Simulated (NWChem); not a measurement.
# silicon dioxide molecule (SiO$_{2}$); SMILES O=[Si]=O

Program: NWChem. Structure relaxed at the PBE0/def2-SVP level. Level: PBE0/def2-SVP with SMD (1 M gas to 1 M solution), gas-phase geometry. Reactions with the solvent are ignored.

Q: Estimate the computed values for solvent n-hexane. Quantities: solvation free energy (kcal/mol); cavity-dispersion-structure term (kcal/mol).

A: 
```yaml
solvation free energy (kcal/mol): -3.7
cavity-dispersion-structure term (kcal/mol): -1.5
```
